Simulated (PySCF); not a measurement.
## SnSb: energy against distance

Set-up: Sn def2-SVP with ECP28, Sb def2-SVP with ECP28; scalar-relativistic core potentials (PySCF 2.14). Energies in eV from Sn + Sb in their ground configurations at the same level. State: ²Π (doublet), unpaired electrons π ↑.

```
R (Å)   ωB97X  PBEsol
2.275  -1.605  -1.582
2.381  -2.273  -2.287
2.486  -2.609  -2.672
2.566  -2.702  -2.809
2.645  -2.698  -2.851
2.724  -2.626  -2.820
2.830  -2.473  -2.698
2.962  -2.238  -2.463
3.121  -1.931  -2.128
3.333  -1.521  -1.689
```

Q: Put a parabola through the three lowest points of the PBEsol curve and estimate Re, k and ωe (reduced mass 60.2 u; 1 eV/Å² = 0.16022 mdyn/Å; ωe = 1302.8·√(k/μ) cm⁻¹).

A: Through R = 2.566, 2.645, 2.724 Å the second-order coefficient is 5.85 eV/Å², so Re ≈ 2.651 Å, k ≈ 1.87 mdyn/Å and ωe ≈ 230 cm⁻¹. A polynomial fit of higher order to the unrounded PBEsol energies gives Re = 2.647 Å, k = 1.81 mdyn/Å, ωe = 226 cm⁻¹; anharmonicity and rounding make the difference.

The higher-order fit for each curve: PBEsol: Re = 2.647 Å, ωe = 226 cm⁻¹, De = 2.85 eV. ΩB97X gave no clean fit.

⟨S²⟩ of the unrestricted solution departs from its pure value on part of the curve, where spin states mix. These are scalar-relativistic numbers at best; spin–orbit coupling would shift them, the dissociation energy most. The state is the lowest determinant that a PBE0 search found; another state may lie lower at other levels.
